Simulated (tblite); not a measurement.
A tight-binding relaxation on `C=C/N=C\[C@@H]([SiH3])C(F)(F)F`.

Computed with GFN2-xTB geometry optimisation, gas phase (tblite 0.8.0). Start geometry: from a force field or distance geometry. The input is one job of a driver script: a line of settings, then coordinates in Å.

Command:
```bash
OMP_NUM_THREADS=1 python probes_run.py task.json out
```

Input:
```
{"job": {"kind": "relax", "xc": "GFN2-xTB", "basis": "xTB"}, "charge": 0, "multiplicity": 1}
C      3.025400    -0.228300    -0.701400
C      2.156800    -0.283500     0.312900
N      1.287300    -1.318300     0.470000
C      0.003700    -1.046200     0.443400
C     -0.668300     0.277200     0.240600
Si    -1.492000     0.368200    -1.432200
C     -1.646900     0.454800     1.359800
F     -2.273900     1.649100     1.298100
F     -1.008000     0.416000     2.559500
F     -2.594800    -0.515200     1.386200
H      3.018000    -0.992500    -1.471200
H      3.732900     0.577900    -0.776800
H      2.190300     0.467500     1.117600
H     -0.659000    -1.927700     0.580300
H      0.057900     1.100800     0.293300
H     -2.476300    -0.727000    -1.573500
H     -2.178000     1.672400    -1.602400
H     -0.484000     0.241200    -2.515700
```

Output:
```
step      E/eV     max force
  0    -914.03215    4.089
  1    -914.17831    3.336
  2    -914.26061    0.559
  3    -914.27306    0.280
  4    -914.28313    0.291
  5    -914.28672    0.209
  6    -914.29120    0.174
  7    -914.29648    0.216
  8    -914.29930    0.182
  9    -914.30233    0.131
... (148 lines left out)
158    -914.39573    0.065
159    -914.39627    0.048
160    -914.39666    0.042
161    -914.39694    0.031
162    -914.39705    0.047
163    -914.39713    0.018
164    -914.39717    0.015
165    -914.39724    0.016
166    -914.39727    0.013
167    -914.39730    0.010
```

«max force» is the largest atomic force in eV/Å.

**Question.** From which step on does the largest force stay under 0.1 eV/Å, and how much energy is left to gain from there?

**Answer.** From step 156 (0.085 eV/Å), 3.1 meV above the end.

Main results: energy lowered by 8.4 kcal/mol over 167 steps; largest atomic force 0.010 eV/Å at the end.

**Question.** Give the final coordinates.

**Answer.** 0.520 Å rms from the input after alignment:
```
atom  x, y, z in Å
C1     2.6463    0.0521   -0.7380
C2     2.3342   -0.4914    0.4336
N3     1.2669   -1.3139    0.6848
C4     0.0461   -1.0436    0.5965
C5    -0.5831    0.2736    0.2613
Si6   -1.3707    0.2143   -1.5000
C7    -1.6757    0.5717    1.2454
F8    -2.2128    1.7914    1.0602
F9    -1.2667    0.5438    2.5262
F10   -2.6975   -0.2999    1.1621
H11    2.0078   -0.0588   -1.5979
H12    3.5778    0.5682   -0.8817
H13    3.0124   -0.4348    1.2767
H14   -0.6493   -1.8508    0.8068
H15    0.1586    1.0733    0.3334
H16   -1.9954   -1.0974   -1.6412
H17   -2.3450    1.2937   -1.6067
H18   -0.2627    0.3949   -2.4331
```

Time: 4.9 s wall. Hardware: Intel Xeon at 2.50 GHz, one thread, on a shared host.
Labels such as C1 count atoms from 1, the log's own numbers from 0.
